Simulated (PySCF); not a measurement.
**TDDFT excited states: C5H9NSSi**

Species: C5H9NSSi.
SMILES: `[H]/N=C(/C#C)CCS[SiH3]`

Method used: TDDFT PBE0/def2-SVPD, vertical, gas phase, core orbitals frozen in the response (PySCF). Isolated species at its GFN2-xTB geometry (one conformer only). Torsions of this conformer, `[H]/[N:4]=[C:3](/[C:2]#[CH:1])[CH2:5][CH2:6][S:7][SiH3:8]`: C2–C3–C5–C6 178°, C3–C5–C6–S7 177°, C5–C6–S7–Si8 72°.

Q: What does the calculation give for the low-lying excited states?

A: 

```csv
state,E (eV),E (hartree),f,"main configurations (H = HOMO, L = LUMO)"
S1,4.61,0.1696,0.0016,"H-1→L (52%), H→L (46%)"
S2,5.07,0.1861,0.0002,"H→L (44%), H-1→L (43%), H-3→L (11%)"
S3,5.38,0.1975,0.0002,"H-3→L (79%), H→L (9%)"
S4,5.52,0.2030,0.0089,"H→L+1 (83%), H→L+2 (10%)"
S5,5.76,0.2118,0.0021,"H→L+2 (81%), H→L+1 (12%)"
S6,5.97,0.2195,0.134,H-2→L (78%)
S7,6.41,0.2356,0.0029,H→L+3 (92%)
S8,6.67,0.2453,0.0018,H-4→L (91%)
```

Triplets, Tamm–Dancoff:

```tsv
state	E (eV)	λ (nm)	main configurations (H = HOMO, L = LUMO)
T1	3.91	316.9	H-1→L (76%), H→L (16%)
T2	3.98	311.2	H-2→L (88%)
T3	4.83	256.6	H-3→L (48%), H→L (36%)
```

The lowest singlet lies at 4.61 eV (269 nm, ultraviolet) and is very weak; its leading configuration is HOMO-1→LUMO (52%). The most intense listed level is S6 at 5.97 eV (208 nm, f = 0.134), 1.36 eV above S1. Löwdin shares by element: HOMO sulfur 66%, carbon 12% or more, silicon 9%; LUMO carbon 56% or more, nitrogen 29%. The listed states span 2.06 eV. The oscillator strengths of these states sum to 0.152; summed over the whole spectrum of an exact calculation they would give the number of electrons, 76 (Thomas–Reiche–Kuhn). Orbital energies (eV): HOMO-3 -8.43, HOMO-2 -8.14, HOMO-1 -7.96, HOMO -7.06, LUMO -1.32, LUMO+1 -0.16, LUMO+2 0.02. Only the lowest 8 singlets were computed, as vertical energies without vibronic structure.
